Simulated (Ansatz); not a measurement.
A nudged elastic band was laid between two geometries of CH₅AlN₂O (10 atoms, charge 0, multiplicity 1).

All numbers below come from Ansatz, RHF/6-31G*.

```yaml
movable_images: 9
climbing_image: yes
spring: 20.0 eV/Å²
optimiser: quadratic models (default)
start_path: through a guess of the saddle point
force_threshold: 0.05 eV/Å
iteration_limit: 60
end_points: relaxed
```

Initial state:

```xyz
10
Properties=species:S:1:pos:R:3
O 0.937 -0.167 -2.551
Al 0.384 -0.076 -0.966
N 0.915 -0.510 0.658
C -0.329 0.022 1.224
N -0.992 0.476 -0.004
H 0.510 0.107 -3.345
H 1.549 -0.986 1.253
H -0.905 -0.744 1.743
H -0.147 0.842 1.919
H -1.840 0.984 0.073
```

Final state:

```xyz
10
Properties=species:S:1:pos:R:3
O 0.504 0.056 -2.674
Al 0.177 0.030 -1.025
N 0.851 -0.506 0.517
C -0.320 0.020 1.227
N -1.081 0.553 0.092
H 1.254 -0.282 -3.135
H 1.572 -0.940 1.042
H -0.865 -0.762 1.756
H -0.052 0.796 1.943
H -1.958 0.985 0.260
```

(1) What changes between the two ends?

(2) What energy profile does the band end with?

(3) What is the geometry of the highest image?

## Answers

(1) No bond is made or broken. The dihedral H6–O1–Al2–N5 goes from -1 to -180°. The two ends are copies of one structure, up to a mirror image or an exchange of like atoms.

(2) It converged. The highest image is number 4 of 0 to 10, 3.2 kJ/mol above the ends, which have the same energy within 2 meV. Another band between the same ends (9 images) ends at a top of the same energy, where a vibrational analysis finds 1 clearly imaginary mode.

| image | path coordinate (Å) | energy (kJ/mol) | dihedral H6–O1–Al2–N5 (°) |
| --- | --- | --- | --- |
| 0 | 0.00 | 0.0 | -1 |
| 1 | 0.20 | 0.4 | -19 |
| 2 | 0.40 | 1.5 | -42 |
| 3 | 0.61 | 2.7 | -66 |
| 4 | 0.81 | 3.2 | -91 |
| 5 | 0.95 | 3.0 | -108 |
| 6 | 1.10 | 2.2 | -125 |
| 7 | 1.24 | 1.3 | -141 |
| 8 | 1.39 | 0.5 | -157 |
| 9 | 1.54 | 0.1 | -172 |
| 10 | 1.68 | 0.0 | -180 |

(3) 
```xyz
10
Properties=species:S:1:pos:R:3:forces:R:3
O 0.833 0.182 -2.582 0.00 0.00 0.00
Al 0.337 0.094 -0.980 0.00 0.00 0.00
N 0.886 -0.505 0.587 0.00 0.00 0.00
C -0.334 -0.005 1.227 0.00 0.00 0.00
N -1.013 0.562 0.058 0.00 0.00 0.00
H 0.713 -0.401 -3.312 0.00 0.00 0.00
H 1.564 -0.970 1.142 0.00 0.00 0.00
H -0.913 -0.805 1.690 0.00 0.00 0.00
H -0.124 0.747 1.987 0.00 0.00 0.00
H -1.867 1.049 0.187 0.00 0.00 0.00
```

Run time: 11 min on 1 thread of Arm Neoverse V1, with other jobs on the host, peak memory 0.17 GiB.
